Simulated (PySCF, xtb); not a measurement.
H4PSi, multiplicity 2. Atoms are numbered in the order given.

```xyz
6

Si     0.0018    -1.0419     0.0000
P     -0.0940     1.1956     0.0000
H      0.7179    -1.5263     1.2074
H     -1.3750    -1.5915     0.0000
H      0.7179    -1.5263    -1.2074
H      1.3237     1.2963     0.0000
```
Charge 0, spin multiplicity 2.

Coordinates come from a ωB97X-D3(BJ)/def2-TZVP optimisation. The isomer is the one that the SMILES or the coordinates give; other isomers of the formula were not compared.

These are IEF-PCM-B3LYP/def2-SVP run with PySCF values and carry that method's errors.

The values are the electrostatic part of the solvation free energy, E(continuum) − E(gas) at the gas-phase geometry, in a cavity of scaled van der Waals radii (PySCF's table); cavitation and dispersion terms are not included. The dipole moment in vacuum is 0.69 D.

```tsv
solvent	ε	ΔG(elec) (kcal/mol)	dipole (D)
water	78.36	-0.8	0.95
1-octanol	9.86	-0.7	0.91
acetonitrile	35.69	-0.8	0.94
```

For comparison, GFN2-xTB/ALPB(water) (xtb, at the GFN2-xTB geometry, all terms of that model) gives 1.2 kcal/mol.
